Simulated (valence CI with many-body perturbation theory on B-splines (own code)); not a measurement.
## Basis-set convergence for I3+

Calculated by relativistic CI+MBPT: four valence electrons over a frozen Dirac-Fock core [Kr] 4d10, radial functions for each j: 9 s, 9 p, 8 d, 6 f, 3 g, 1 h, with the one-electron correlation potential Σ1 (screened to all orders), the two-electron term Σ2, the three-electron term Σ3, Breit, model QED; selected single and double excitations, second order for the rest, scaled by the run's own slope (own B-spline code, finite nucleus).

No measured spectrum was set against this ion. As an estimate, levels hold to about 250 cm⁻¹ or 0.2 % of their energy and the worst to 1 %, as in measured heavy ions of charge 2 to 7; those with d or f electrons hold less well. Among the levels kept, up to 260 cm⁻¹ of a level comes from second order outside the variational space, and about a tenth of that is noise between levels of different J, which matters for small intervals.

The reference run has the lowest level 5s²5p² ³P_0 and an ionisation energy of 40.5399 eV. Its largest variational space holds 19999 state functions.

Names give the largest LS component (configuration and term), which can be under half, so a name can repeat, a term be missing and a line seem to break the LS rules; names also repeat where a configuration has a term twice.

Changed runs:
A. basis 6 s, 6 p, 5 d, 3 f, 1 g
B. basis 5 s, 5 p, 4 d, 2 f

Excitation energies of the reference run in cm⁻¹, and shifts in cm⁻¹:

| Level | Reference | A | B |
| --- | --- | --- | --- |
| 5s²5p² ³P_1 | 6821 | -15 | -53 |
| 5s²5p² ³P_2 | 10983 | +8.8 | +25 |
| 5s²5p² ¹D_2 | 22542 | +44 | +147 |
| 5s²5p² ¹S_0 | 37214 | +92 | +396 |
| 5s5p³ ⁵S°_2 | 77696 | -151 | -524 |
| 5s5p³ ³D°_1 | 98813 | +6.6 | -13 |
| 5s5p³ ³D°_2 | 99300 | +3.5 | -22 |
| 5s5p³ ³D°_3 | 102129 | +3.5 | -35 |
| 5s5p³ ³P°_0 | 114453 | +48 | +182 |
| 5s5p³ ³P°_2 | 114865 | +35 | +116 |
| 5s5p³ ³P°_1 | 115291 | +44 | +163 |
| 5s²5p5d ¹D°_2 | 123074 | +39 | +136 |
| Ionisation energy (eV) | 40.5399 | -0.0159 | -0.0506 |
